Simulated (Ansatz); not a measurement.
One change: `NC([TeH])[SiH2]F` becomes `F[SiH2]C[TeH]`.

Ansatz, PBE0-D4/def2-TZVP geometries, multiplicity 1. Each molecule was computed in one conformer, which needn't be the lowest.

Elements past krypton have def2 core potentials.

| property | `NC([TeH])[SiH2]F` |
| --- | --- |
| HOMO–LUMO gap (B3LYP/def2-TZVPP) / eV | 4.87 |
| HOMO energy (PBE/def2-TZVPP) / eV | -5.32 |
| size of the dipole moment (ωB97M-V/def2-TZVPP) / D | 1.77 |
| HOMO energy (B3LYP/def2-TZVPP) / eV | -6.16 |
| HOMO energy (ωB97M-V/def2-TZVPP) / eV | -8.48 |
| HOMO energy (PBE0/def2-TZVPP) / eV | -6.38 |

Problem. Give the same properties after the change, and the shifts. (An estimate is asked.)

Solution. Computed: 
```tsv
property	`F[SiH2]C[TeH]`	shift
HOMO–LUMO gap (B3LYP/def2-TZVPP) / eV	4.95	0.08
HOMO energy (PBE/def2-TZVPP) / eV	-5.26	0.06
size of the dipole moment (ωB97M-V/def2-TZVPP) / D	1.66	-0.11
HOMO energy (B3LYP/def2-TZVPP) / eV	-6.08	0.08
HOMO energy (ωB97M-V/def2-TZVPP) / eV	-8.41	0.07
HOMO energy (PBE0/def2-TZVPP) / eV	-6.30	0.08
```

With PBE0 the HOMO rises by 0.08 eV and the LUMO rises by 0.16 eV, so the gap widens by about 0.08 eV. PBE moves the HOMO by 0.06 eV and ωB97M-V by 0.07 eV. Dipoles are sizes alone; their direction can turn.

B3LYP here is the variant with VWN-RPA as its local correlation; programs differ in this.

Spin–orbit coupling is left out; it splits and shifts lone-pair levels of the heavy atoms by tenths of an eV.
